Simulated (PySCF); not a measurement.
AlH4, SMILES [AlH4-], charge -1.

Coordinates come from a PBE0-D3(BJ)/def2-TZVPD optimisation. The isomer is the one that the SMILES or the coordinates give; other isomers of the formula were not compared.

Computed with M06-2X/def2-TZVPD (PySCF).

Symmetry labels are those of the subgroup D2 that the program uses (full group Td).

Q: List the valence orbital energies around the gap with their symmetry. (Estimate from the structure and the level; the computed values follow.)

A: 
| orbital | symmetry | energy (eV) |
|---|---|---|
| HOMO−7 | A | -112.22 |
| HOMO−6 | B1 | -71.50 |
| HOMO−5 | B2 | -71.50 |
| HOMO−4 | B3 | -71.50 |
| HOMO−3 | A | -7.27 |
| HOMO−2 | B1 | -3.44 |
| HOMO−1 | B2 | -3.44 |
| HOMO | B3 | -3.44 |
| LUMO | A | 3.92 |
| LUMO+1 | B1 | 5.71 |
| LUMO+2 | B2 | 5.71 |
| LUMO+3 | B3 | 5.71 |
